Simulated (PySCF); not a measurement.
ClGeH6NSi, SMILES Cl[Si@@H]([GeH3])N.

Geometry: PBE0-D3(BJ)/def2-SVP. The structure was generated by enumeration; whether it is a known compound was not checked. The values are those of a single conformer.

The numbers are results of TDA-PBE/def2-SVPD run with PySCF, not measurements.

Vertical excitations. Isolated molecule, no solvent.

Computed excitation energies, oscillator strengths and character:
| state | energy (eV) | λ (nm) | f | main pairs |
|---|---|---|---|---|
| S1 | 5.86 | 212 | 0.016 | HOMO→LUMO 90 % |
| S2 | 6.09 | 203 | 0.005 | HOMO−1→LUMO 82 % |
| S3 | 6.20 | 200 | 0.019 | HOMO→LUMO+2 65 %, HOMO→LUMO+1 14 % |
| S4 | 6.32 | 196 | 0.032 | HOMO→LUMO+1 63 %, HOMO→LUMO+2 24 % |
| S5 | 6.48 | 191 | 0.011 | HOMO−1→LUMO+1 54 %, HOMO−1→LUMO+2 39 % |
| S6 | 6.61 | 188 | 0.120 | HOMO−1→LUMO+2 46 %, HOMO−1→LUMO+1 23 %, HOMO→LUMO+3 19 % |
| S7 | 6.79 | 183 | 0.084 | HOMO→LUMO+3 69 % |
| S8 | 6.87 | 180 | 0.012 | HOMO−2→LUMO 94 % |
| S9 | 7.07 | 175 | 0.041 | HOMO−1→LUMO+3 81 % |
| S10 | 7.20 | 172 | 0.015 | HOMO→LUMO+4 75 % |
| T1 | 5.50 | 225 | 0 | HOMO→LUMO 93 % |
| T2 | 5.75 | 216 | 0 | HOMO−1→LUMO 88 % |
| T3 | 5.76 | 215 | 0 | HOMO→LUMO+1 88 % |
| T4 | 5.97 | 208 | 0 | HOMO−1→LUMO+1 84 % |
Triplets are in the Tamm–Dancoff approximation.
